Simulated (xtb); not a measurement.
xtb input:

```bash
xtb mol.xyz --gfn 1 --opt tight --chrg 0 --uhf 0
```
mol.xyz:
```
21

C      3.03356566     0.71320061    -0.11982009
C      2.00828865    -0.33271261     0.33359930
C      0.64032362     0.25274377     0.51238167
C     -0.47388380    -0.01171371    -0.17337540
C     -0.56003100    -1.00341549    -1.30085203
C     -1.76356832     0.69655719     0.16261474
C     -2.86071932    -0.23391304     0.69254179
H      4.03398493     0.28155499    -0.19102678
H      3.07752925     1.54824001     0.58298325
H      2.76554838     1.11838873    -1.09735132
H      2.33813594    -0.75715488     1.28848176
H      1.99321631    -1.16073429    -0.37579286
H      0.57291241     1.00457346     1.29647777
H     -1.16199058    -1.87178906    -1.01925490
H      0.41413952    -1.36679313    -1.61971147
H     -1.05122678    -0.55047675    -2.16722678
H     -1.56288942     1.47422585     0.90253349
H     -2.13714497     1.20473963    -0.73433519
H     -3.14629054    -0.98411949    -0.04641151
H     -3.75757099     0.33278748     0.94941289
H     -2.52220639    -0.75792310     1.58868203
```

**Question.** Which total energy does the run end on?

**Answer.** -22.34853 Eh (GFN1-xTB).
